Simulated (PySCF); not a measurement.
## How methods differ on the ionisation energy of C⁺

C⁺ [He] 2s2 2p1 (2P) → C²⁺ [He] 2s2 (1S), as a difference of total energies. Computed with PySCF 2.14 in aug-cc-pwCVDZ (5s4p2d, 27 functions), with the non-relativistic Hamiltonian (point nucleus). Correlated levels: valence: 1s2 frozen. The calculations carry no spin-orbit coupling.

**Question.** Order these methods by the ionisation energy they give, lowest first.
A. MP2 (valence)
B. CCSDT (valence)
C. SCS-MP2 (valence)
D. UHF

**Answer.** B (24.021 eV), D (24.099 eV), C (24.122 eV), A (24.174 eV).

Errors of the correlated levels include the incompleteness of this basis and the frozen core.

The coupled-cluster amplitudes are large for C²⁺ (T1 above 0.03 or a double amplitude above 0.15), so a single reference is strained.

For comparison: 24.378 eV (measured; NIST levels, between the centres of gravity of the two terms).
